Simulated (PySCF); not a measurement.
# Dipole response of Mn²⁺ (manganese, charge +2)

[Ar] 3d4 4s1, high-spin 6D determinant (an excited configuration). Computed with PySCF 2.14 in aug-cc-pVTZ with one added diffuse shell each of s, p, d, f, g type (9s8p6d4f3g, 118 functions), with no relativity, point nucleus. Coupled (time-dependent) response in atomic units; α is the mean over directions.

```json
{"method": "PBEsol", "mean α (bohr³)": "17.98", "α xx, yy, zz": "18.26, 18.26, 17.40", "C₆ (like pair)": "71.06", "S(−4)": "288.2"}
```

S(−4) is the Cauchy moment in α(ω) = α(0) + S(−4) ω² + …

α(iu) at PBEsol:

```csv
u (hartree),α(iu) (bohr³)
0,17.98
0.0500,17.29
0.100,15.54
0.200,11.32
0.300,8.135
0.500,4.831
0.750,3.136
1.00,2.323
1.50,1.521
2.00,1.107
3.00,0.6732
5.00,0.3262
```

A single London oscillator, α(iu) = α/(1 + u²/ω²), gives C₆ = (3/4) ω α². Matching the computed C₆ needs ω = 4 × 71.06 / (3 × 17.98²) = 0.293 hartree.

For an ion, C₆ is the dispersion term alone; charge-induced terms of lower order in 1/R come first.

The components differ because the open shell of this determinant is not spherical; for a pure term their mean is the scalar polarisability.
